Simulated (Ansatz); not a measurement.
`CCBB[SiH3]` at its PBE0-D4/def2-TZVP geometry, where that method's forces vanish. Charge 0, multiplicity 1.

| atom | x (Å) | y (Å) | z (Å) |
| --- | --- | --- | --- |
| C1 | -2.505 | -0.428 | 0.886 |
| C2 | -1.220 | 0.278 | 0.468 |
| B3 | 0.035 | -0.625 | 0.231 |
| B4 | 1.609 | -0.226 | 0.270 |
| Si5 | 2.514 | 0.599 | -1.331 |
| H6 | -2.404 | -0.875 | 1.878 |
| H7 | -2.754 | -1.233 | 0.191 |
| H8 | -3.353 | 0.261 | 0.924 |
| H9 | -1.010 | 1.131 | 1.120 |
| H10 | -1.360 | 0.728 | -0.533 |
| H11 | -0.169 | -1.761 | -0.142 |
| H12 | 2.319 | -0.417 | 1.219 |
| H13 | 3.813 | -0.059 | -1.644 |
| H14 | 1.690 | 0.607 | -2.571 |
| H15 | 2.793 | 2.020 | -0.965 |

(1) For each bond, give half the difference of the two atoms' forces along it (eV/Å; positive pushes the atoms apart) under PBE-D4, r2SCAN-D4, B3LYP-D4, ωB97M-V in def2-TZVPP. (Estimate.)

## Answers

(1) Computed: 
| bond | length (Å) | PBE-D4 | r2SCAN-D4 | B3LYP-D4 | ωB97M-V |
| --- | --- | --- | --- | --- | --- |
| C1–C2 | 1.525 | 0.01 | 0.13 | 0.23 | 0.21 |
| C1–H6 | 1.093 | 0.10 | -0.04 | -0.06 | -0.08 |
| C1–H7 | 1.092 | 0.10 | -0.04 | -0.06 | -0.08 |
| C1–H8 | 1.093 | 0.10 | -0.04 | -0.07 | -0.09 |
| C2–B3 | 1.565 | 0.05 | 0.05 | 0.06 | 0.02 |
| C2–H9 | 1.095 | 0.13 | -0.02 | -0.07 | -0.10 |
| C2–H10 | 1.106 | 0.14 | -0.02 | -0.09 | -0.08 |
| B3–B4 | 1.624 | -0.29 | -0.13 | -0.02 | 0.12 |
| B3–H11 | 1.213 | 0.16 | 0.02 | -0.12 | -0.16 |
| B4–Si5 | 2.016 | -0.02 | 0.03 | 0.10 | 0.05 |
| B4–H12 | 1.200 | 0.15 | 0.00 | -0.11 | -0.15 |
| Si5–H13 | 1.490 | 0.10 | -0.01 | -0.07 | -0.12 |
| Si5–H14 | 1.489 | 0.08 | -0.02 | -0.06 | -0.09 |
| Si5–H15 | 1.494 | 0.12 | 0.00 | -0.07 | -0.12 |

B3LYP here is the variant with VWN-RPA as its local correlation; programs differ in this.
